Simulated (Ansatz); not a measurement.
`Cc1ccc(C)cc1`: measurement beside calculation (Ansatz, PBE0-D4/def2-TZVP geometry).

```xyz
18

C    -0.8248    0.2653    2.7787
C    -0.4041    0.1442    1.3459
C    -1.3030   -0.2578    0.3634
C    -0.9061   -0.4012   -0.9562
C     0.4043   -0.1441   -1.3458
C     0.8247   -0.2654   -2.7787
C     1.3032    0.2578   -0.3634
C     0.9062    0.4013    0.9563
H    -0.6868   -0.6815    3.3104
H    -1.8795    0.5348    2.8624
H    -0.2378    1.0218    3.3032
H    -2.3332   -0.4642    0.6365
H    -1.6303   -0.7183   -1.7002
H     0.6761    0.6783   -3.3133
H     0.2451   -1.0295   -3.3003
H     1.8821   -0.5240   -2.8626
H     2.3334    0.4643   -0.6365
H     1.6305    0.7184    1.7003
```

Measured: 8.44 eV (ionisation energy: first ionisation energy (HOMO), p-xylene, photoelectron spectroscopy). Source: Femtosecond Laser Mass Spectrometry and High Harmonic Spectroscopy of Xylene Isomers, 2018 (pmc:5830629).

| level | vertical IE (eV) | minus measured (eV) |
| --- | --- | --- |
| PBE-D4/def2-TZVPP | 8.37 | -0.07 |
| r2SCAN-D4/def2-TZVPP | 8.33 | -0.11 |
| PBE0-D4/def2-TZVPP | 8.44 | 0.00 |
| B3LYP-D4/def2-TZVPP | 8.46 | 0.02 |
| ωB97X-V/def2-TZVPP | 8.47 | 0.03 |
| ωB97M-V/def2-TZVPP | 8.47 | 0.03 |
| B2PLYP/def2-TZVPP | 8.48 | 0.04 |
| HF/def2-TZVPP | 7.25 | -1.19 |
| MP2/def2-TZVPP | 9.04 | 0.60 |
| CCSD/def2-TZVPP | 8.52 | 0.08 |
| CCSD(T)/def2-TZVPP | 8.62 | 0.18 |
| HF/def2-QZVPP | 7.25 | -1.19 |
| MP2/def2-QZVPP | 9.10 | 0.66 |
| HF/CBS(def2) | 7.25 | -1.19 |
| MP2/CBS(def2) | 9.15 | 0.71 |
| CCSD/CBS(def2) | 8.63 | 0.19 |
| CCSD(T)/CBS(def2) | 8.73 | 0.29 |
| −ε(HOMO), LDA (SPW92) | 5.85 | -2.59 |
| −ε(HOMO), PBE | 5.68 | -2.76 |
| −ε(HOMO), revPBE | 5.62 | -2.82 |
| −ε(HOMO), BLYP | 5.50 | -2.94 |
| −ε(HOMO), r2SCAN | 5.82 | -2.62 |
| −ε(HOMO), B97M-V | 5.81 | -2.63 |
| −ε(HOMO), PBE0 | 6.64 | -1.80 |
| −ε(HOMO), B3LYP | 6.43 | -2.01 |
| −ε(HOMO), r2SCANh | 6.19 | -2.25 |
| −ε(HOMO), r2SCAN0 | 6.74 | -1.70 |
| −ε(HOMO), HSE06 | 6.25 | -2.19 |
| −ε(HOMO), BHLYP | 7.41 | -1.03 |
| −ε(HOMO), CAM-B3LYP | 7.82 | -0.62 |
| −ε(HOMO), LC-ωPBE | 9.09 | 0.65 |
| −ε(HOMO), ωB97X-V | 8.76 | 0.32 |
| −ε(HOMO), ωB97M-V | 8.69 | 0.25 |

Computed values are vertical and leave out zero-point energy and spin–orbit coupling, so an adiabatic measurement lies lower by the cation's relaxation.

B3LYP here is the variant with VWN-RPA as its local correlation; programs differ in this.
